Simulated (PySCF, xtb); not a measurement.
Si(F)(H)(SiH3)2 (FH₇Si₃), SMILES [SiH3][SiH]([SiH3])F.

Harmonic wavenumbers (cm⁻¹) from GFN2-xTB (xtb 6.7.1) at its own minimum, in rising order: 31, 36, 90, 158, 159, 380, 402, 422, 447, 463, 512, 600, 684, 753, 773, 799, 803, 810, 815, 826, 2163, 2223, 2224, 2232, 2235, 2238, 2240.

**Question.** What does PBE0-D3(BJ)/def2-SVP (PySCF 2.14.0) give at its own minimum? (The exact figures need the calculation; the answer reports its results.)

**Answer.** 88, 92, 102, 159, 161, 374, 417, 430, 520, 529, 556, 723, 801, 856, 857, 893, 925, 928, 928, 937, 2211, 2216, 2222, 2231, 2233, 2237, 2240. Paired by order, the mean absolute difference is 51 cm⁻¹ and the zero-point energies are 36.5 and 38.4 kcal/mol.
